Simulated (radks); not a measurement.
Cu2+, configuration [Ar] 3d9 (the NIST ground configuration). Calculated with a radial shooting solver on a logarithmic mesh with Libxc functionals: scalar-relativistic Kohn-Sham, PBEsol, spin-polarised, spherical densities, point nucleus; open shells are filled with parallel spins first.

Radial electron density D(r) = 4 pi r^2 rho(r):

r (bohr),D(r) (e/bohr),spin D(r)
0.006584,6.734,-0.000101
0.00837,9.708,-0.000146
0.01064,13.61,-0.000204
0.01353,18.42,-0.000274
0.01733,24.03,-0.000356
0.02204,29.37,-0.000432
0.02801,33.52,-0.000490
0.0359,35.30,-0.000505
0.04563,33.99,-0.000418
0.05801,30.69,-0.00000759
0.07375,28.13,0.00157
0.0945,29.46,0.00726
0.1201,34.82,0.0238
0.1527,39.77,0.0660
0.1957,38.09,0.162
0.2488,29.09,0.331
0.3163,19.96,0.582
0.4021,17.94,0.866
0.5152,21.40,1.08
0.655,22.06,1.08
0.8327,17.01,0.892
1.067,9.713,0.596
1.356,4.500,0.329
1.724,1.760,0.143
2.192,0.5796,0.0457
2.809,0.1397,0.00899
3.571,0.02332,0.000982

D(r) has 3 maxima, at r = 0.0365, 0.165, 0.600 bohr, and minima at 0.0780, 0.377 bohr, inside which lie 2.09, 10.85 electrons.
